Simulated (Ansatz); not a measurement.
Computed with Ansatz on PBE0-D4/def2-TZVP structures; ΔE is electronic, products minus reactants. CCSD(T)/CBS adds triple-zeta CCSD(T) − MP2 to the extrapolated MP2 energy (def2 sets, frozen cores). This one scheme is used for every species. Functionals use def2-TZVPP. HSE06 is defined as in plane-wave codes. One conformer a species, not always the lowest.

`C=C[Si](F)(Cl)Cl` → `Cl[Si]Cl` + `C=CF`  (silylene formation by 1,1-elimination)

Is it downhill or uphill in electronic energy at CCSD(T)/CBS, and by how much? (An estimate is asked.)

Ansatz gave: Uphill: ΔE = +90.3 kcal/mol.

What do these levels give: HSE06-D4, CAM-B3LYP, HF/def2-SVP, CCSD(T)/def2-SVP, MP2/def2-TZVPP, SCS-MP2/def2-TZVPP? (An estimate is asked.)

The calculation gave: HSE06-D4 87.0, CAM-B3LYP 84.9, HF/def2-SVP 82.9, CCSD(T)/def2-SVP 81.4, MP2/def2-TZVPP 94.4, SCS-MP2/def2-TZVPP 91.2 kcal/mol.

Largest T1 diagnostic among the species: 0.013.

At CCSD(T), def2-SVP lies −8.9 kcal/mol from the extrapolated value and def2-TZVPP −1.8 kcal/mol. From PBE to PBE0 (25 % exact exchange), in def2-TZVPP and without D4, ΔE moves by +6.5 kcal/mol.
